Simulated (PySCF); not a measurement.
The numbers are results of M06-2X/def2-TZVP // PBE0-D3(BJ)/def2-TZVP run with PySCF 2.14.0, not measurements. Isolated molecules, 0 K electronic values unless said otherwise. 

Reference species (SMILES): `FBF` (neutral, multiplicity 1).

| Item | Value |
|---|---|
| dipole moment | 0.99 D |

Changed species: `BF` (whole molecule; the reference has whole molecule).

Problem. Give the shifts of the dipole moment.

Solution. the dipole moment falls by 0.14 D, to 0.85 D.
